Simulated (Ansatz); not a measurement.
Stepwise reaction of `[OH][In]([Cl])[Cl]` with water, as a gas-phase model of exchange steps in deposition or etching. ΔE in kJ/mol.

Gas-phase electronic energies from Ansatz, PBE0-D4/def2-TZVP geometries. CCSD(T)/CBS adds triple-zeta CCSD(T) − MP2 to the extrapolated MP2 energy (def2 sets, frozen cores). This one scheme is used for every species. DFT in def2-TZVPP. B3LYP here is the variant with VWN-RPA as its local correlation; programs differ in this. Elements past krypton have def2 core potentials. For In outer-core shells are correlated without core-valence functions, which leaves a few kJ/mol of doubt a bond. One conformer a species, not always the lowest.

```tsv
step	reaction	PBE-D4	B3LYP-D4	ωB97M-V	CCSD(T)/CBS
2	`[OH][In]([OH])[Cl]` + H₂O → `[OH][In]([OH])[OH]` + HCl	86.2	89.2	90.6	88.6
```

(1) Give the row of step 1, `[OH][In]([Cl])[Cl]` + H₂O → `[OH][In]([OH])[Cl]` + HCl. (Best estimate.)

(2) By hand: ΔE of the 2 steps together at CCSD(T)/CBS.

Results:

(1) Computed: 
```
step                                                 reaction  PBE-D4  B3LYP-D4  ωB97M-V  CCSD(T)/CBS
   1  `[OH][In]([Cl])[Cl]` + H₂O → `[OH][In]([OH])[Cl]` + HCl    82.6      86.3     87.6         85.8
```

(2) (85.8) + (88.6) = 174.4 kJ/mol, or 87.2 kJ/mol a step.

In ΔE the steps differ by no more than 2.8 kJ/mol. All are uphill at CCSD(T)/CBS. PBE-D4 differs from CCSD(T)/CBS by -3.2 to -2.4 kJ/mol a step. Isolated molecules leave out the surface, adducts and barriers. Largest T1 diagnostic: 0.017.
